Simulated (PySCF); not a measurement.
F4Hf, charge +1, doublet, geometry from GFN2-xTB (such geometries of metal compounds can be far from the true shape) (the multiplicity is a formal guess) (core potentials on Hf); B3LYP/def2-SV(P) run with PySCF.

PySCF was given this input:
```python
from pyscf import gto, scf, dft

mol = gto.Mole()
mol.atom = '''
    Hf    0.00000000   -0.00000000   -0.00000000
    F     1.22674153    0.87023871   -1.08387958
    F     0.88960024   -1.19152916    1.10719231
    F    -1.21136832   -0.92425168   -1.05610168
    F    -0.90497345    1.24554213    1.03278894
'''
mol.basis = 'def2-sv(p)'
mol.ecp = {'Hf': 'def2-sv(p)'}
mol.charge = 1
mol.spin = 1
mol.verbose = 4
mol.build()

mf = dft.UKS(mol)
mf.xc = 'b3lyp'
mf.kernel()
```

Output, abridged:

```
PySCF version 2.14.0

[INPUT] verbose = 4
[INPUT] num. atoms = 5
[INPUT] num. electrons = 47
[INPUT] charge = 1
[INPUT] spin (= nelec alpha-beta = 2S) = 1
[INPUT] symmetry False subgroup None
[INPUT] Mole.unit = angstrom
[INPUT] Symbol           X                Y                Z      unit          X                Y                Z       unit  Magmom
[INPUT]  1 Hf     0.000000000000   0.000000000000   0.000000000000 AA    0.000000000000   0.000000000000   0.000000000000 Bohr   0.0
[INPUT]  2 F      1.226741530000   0.870238710000  -1.083879580000 AA    2.318205517330   1.644512824895  -2.048235558209 Bohr   0.0
[INPUT]  3 F      0.889600240000  -1.191529160000   1.107192310000 AA    1.681100813947  -2.251663781833   2.092290233125 Bohr   0.0
[INPUT]  4 F     -1.211368320000  -0.924251680000  -1.056101680000 AA   -2.289154360774  -1.746582545369  -1.995742934893 Bohr   0.0
[INPUT]  5 F     -0.904973450000   1.245542130000   1.032788940000 AA   -1.710151970503   2.353733502307   1.951688241080 Bohr   0.0

nuclear repulsion = 208.258918201196
number of shells = 35
number of NR pGTOs = 146
number of NR cGTOs = 81
basis = def2-sv(p)
ecp = {'Hf': 'def2-sv(p)'}

******** <class 'pyscf.dft.uks.UKS'> ********
method = UKS
initial guess = minao
damping factor = 0
level_shift factor = 0
DIIS = <class 'pyscf.scf.diis.CDIIS'>
diis_start_cycle = 1
diis_space = 8
diis_damp = 0
SCF conv_tol = 1e-09
SCF conv_tol_grad = None
SCF max_cycles = 50
direct_scf = True
direct_scf_tol = 1e-13
number electrons alpha = 24  beta = 23
XC library pyscf.dft.libxc version 7.1.2
    S. Lehtola, C. Steigemann, M. J. T. Oliveira, and M. A. L. Marques,  SoftwareX 7, 1–5 (2018)
XC functionals = b3lyp
    P. J. Stephens, F. J. Devlin, C. F. Chabalowski, and M. J. Frisch,  J. Phys. Chem. 98, 11623 (1994)
radial grids:
    Treutler-Ahlrichs [JCP 102, 346 (1995); DOI:10.1063/1.469408] (M4) radial grids

becke partition: Becke, JCP 88, 2547 (1988); DOI:10.1063/1.454033
pruning grids: <function nwchem_prune>
grids dens level: 3
symmetrized grids: False
atomic radii adjust function: <function treutler_atomic_radii_adjust>
small_rho_cutoff = 0
Set gradient conv threshold to 3.16228e-05
tot grids = 80840
init E= -434.611257970359

cycle= 1 E= -446.795152236789  delta_E= -12.2  |g|= 0.466  |ddm|= 5.39
cycle= 2 E= -446.407593775172  delta_E= 0.388  |g|=  1.1  |ddm|= 1.04
cycle= 3 E= -446.779869702721  delta_E= -0.372  |g|= 0.461  |ddm|= 1.04
cycle= 4 E= -446.845335494672  delta_E= -0.0655  |g|= 0.237  |ddm|= 0.621
cycle= 5 E= -446.846821259964  delta_E= -0.00149  |g|= 0.23  |ddm|= 0.304
cycle= 6 E= -446.867531364813  delta_E= -0.0207  |g|= 0.0505  |ddm|= 0.233
cycle= 7 E= -446.86667466066  delta_E= 0.000857  |g|= 0.0691  |ddm|= 0.096
cycle= 8 E= -446.868550438773  delta_E= -0.00188  |g|= 0.0195  |ddm|= 0.0643
cycle= 9 E= -446.868712289864  delta_E= -0.000162  |g|= 0.0114  |ddm|= 0.0203
cycle= 10 E= -446.868796868848  delta_E= -8.46e-05  |g|= 0.00592  |ddm|= 0.0248
cycle= 11 E= -446.868830693899  delta_E= -3.38e-05  |g|= 0.00209  |ddm|= 0.0241
cycle= 12 E= -446.868834369593  delta_E= -3.68e-06  |g|= 0.00112  |ddm|= 0.00891
cycle= 13 E= -446.868834953487  delta_E= -5.84e-07  |g|= 0.000741  |ddm|= 0.00378
cycle= 14 E= -446.868835284013  delta_E= -3.31e-07  |g|= 0.000421  |ddm|= 0.0023
cycle= 15 E= -446.868835578279  delta_E= -2.94e-07  |g|= 0.000493  |ddm|= 0.00312
cycle= 16 E= -446.868835754516  delta_E= -1.76e-07  |g|= 0.000288  |ddm|= 0.00128
cycle= 17 E= -446.86883582614  delta_E= -7.16e-08  |g|= 0.000152  |ddm|= 0.000621
cycle= 18 E= -446.868836071639  delta_E= -2.45e-07  |g|= 0.000163  |ddm|= 0.00421
cycle= 19 E= -446.868836128332  delta_E= -5.67e-08  |g|= 8.17e-05  |ddm|= 0.00229
cycle= 20 E= -446.86883613031  delta_E= -1.98e-09  |g|= 4.64e-05  |ddm|= 0.000283
cycle= 21 E= -446.868836137428  delta_E= -7.12e-09  |g|= 4.05e-05  |ddm|= 0.000357
cycle= 22 E= -446.868836151952  delta_E= -1.45e-08  |g|= 2.77e-05  |ddm|= 0.000821
cycle= 23 E= -446.868836149015  delta_E= 2.94e-09  |g|= 1.96e-05  |ddm|= 0.00029
cycle= 24 E= -446.868836154841  delta_E= -5.83e-09  |g|= 1.41e-05  |ddm|= 0.000329
cycle= 25 E= -446.868836158898  delta_E= -4.06e-09  |g|= 1.4e-05  |ddm|= 0.000216
cycle= 26 E= -446.868836165324  delta_E= -6.43e-09  |g|= 1.4e-05  |ddm|= 0.000343
cycle= 27 E= -446.868836180563  delta_E= -1.52e-08  |g|= 1.39e-05  |ddm|= 0.000817
cycle= 28 E= -446.868836203058  delta_E= -2.25e-08  |g|= 1.53e-05  |ddm|= 0.00122
cycle= 29 E= -446.868836252363  delta_E= -4.93e-08  |g|= 1.63e-05  |ddm|= 0.00274
cycle= 30 E= -446.868836326141  delta_E= -7.38e-08  |g|= 2.14e-05  |ddm|= 0.00427
cycle= 31 E= -446.868836311862  delta_E= 1.43e-08  |g|= 1.5e-05  |ddm|= 0.00085
cycle= 32 E= -446.868836355085  delta_E= -4.32e-08  |g|= 2.48e-05  |ddm|= 0.0026
cycle= 33 E= -446.868836343045  delta_E= 1.2e-08  |g|= 1.4e-05  |ddm|= 0.000743
cycle= 34 E= -446.868836591007  delta_E= -2.48e-07  |g|= 0.000199  |ddm|= 0.0184
cycle= 35 E= -446.868836593209  delta_E= -2.2e-09  |g|= 0.000244  |ddm|= 0.000997
cycle= 36 E= -446.86883658338  delta_E= 9.83e-09  |g|= 6.19e-05  |ddm|= 0.00305
cycle= 37 E= -446.868836745819  delta_E= -1.62e-07  |g|= 0.00021  |ddm|= 0.0162
cycle= 38 E= -446.868836822374  delta_E= -7.66e-08  |g|= 0.000109  |ddm|= 0.00686
cycle= 39 E= -446.868836731652  delta_E= 9.07e-08  |g|= 0.000282  |ddm|= 0.00653
cycle= 40 E= -446.868836891397  delta_E= -1.6e-07  |g|= 1.7e-05  |ddm|= 0.0155
cycle= 41 E= -446.868836871167  delta_E= 2.02e-08  |g|= 0.000382  |ddm|= 0.0114
cycle= 42 E= -446.868836920465  delta_E= -4.93e-08  |g|= 1.01e-05  |ddm|= 0.00605
cycle= 43 E= -446.86883694576  delta_E= -2.53e-08  |g|= 0.000113  |ddm|= 0.00816
cycle= 44 E= -446.868836962733  delta_E= -1.7e-08  |g|= 7.91e-05  |ddm|= 0.00598
cycle= 45 E= -446.868836965325  delta_E= -2.59e-09  |g|= 4.09e-05  |ddm|= 0.000154
cycle= 46 E= -446.868836965715  delta_E= -3.9e-10  |g|= 7.34e-05  |ddm|= 0.00159
cycle= 47 E= -446.868836964264  delta_E= 1.45e-09  |g|= 5.19e-05  |ddm|= 0.00199
cycle= 48 E= -446.86883696921  delta_E= -4.95e-09  |g|= 3.01e-05  |ddm|= 0.00274
cycle= 49 E= -446.868836969218  delta_E= -7.5e-12  |g|= 4.8e-06  |ddm|= 0.000546
Extra cycle  E= -446.868836969044  delta_E= 1.74e-10  |g|= 2.46e-05  |ddm|= 3.42e-05
converged SCF energy = -446.868836969044  <S^2> = 0.75997222  2S+1 = 2.0099475
```
